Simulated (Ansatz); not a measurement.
`N[SiH2]B(F)F` and `N#CB(F)F` differ in one atom or group.

Ansatz, PBE0-D4/def2-TZVP geometries, multiplicity 1. Each molecule was computed in one conformer, which needn't be the lowest.

```csv
property,`N[SiH2]B(F)F`
HOMO energy (PBE/def2-TZVPP) / eV,-5.99
LUMO energy (ωB97M-V/def2-TZVPP) / eV,1.11
size of the dipole moment (B3LYP/def2-TZVPP) / D,1.62
"ideal-gas entropy at 298 K and 1 bar (rigid rotor, harmonic PBE0-D4/def2-TZVP) / J/(mol·K)",356
size of the dipole moment (ωB97M-V/def2-TZVPP) / D,1.64
HOMO energy (B3LYP/def2-TZVPP) / eV,-7.19
```

**Question.** What does the change do to each property? (Best estimate.)

**Answer.** Computed: 
```csv
property,`N#CB(F)F`,shift
HOMO energy (PBE/def2-TZVPP) / eV,-9.26,-3.27
LUMO energy (ωB97M-V/def2-TZVPP) / eV,-0.07,-1.18
size of the dipole moment (B3LYP/def2-TZVPP) / D,1.83,0.21
"ideal-gas entropy at 298 K and 1 bar (rigid rotor, harmonic PBE0-D4/def2-TZVP) / J/(mol·K)",290,-66
size of the dipole moment (ωB97M-V/def2-TZVPP) / D,1.88,0.24
HOMO energy (B3LYP/def2-TZVPP) / eV,-10.44,-3.25
```

With PBE0 the HOMO falls by 3.33 eV and the LUMO falls by 1.43 eV, so the gap widens by about 1.90 eV. PBE moves the HOMO by -3.27 eV and ωB97M-V by -3.39 eV. The zero-point energy changes by -90.2 kJ/mol with -12 modes. Dipoles are sizes alone; their direction can turn. Modes under 60 cm⁻¹, often nearly free rotors, make the harmonic entropy too high.

B3LYP here is the variant with VWN-RPA as its local correlation; programs differ in this.
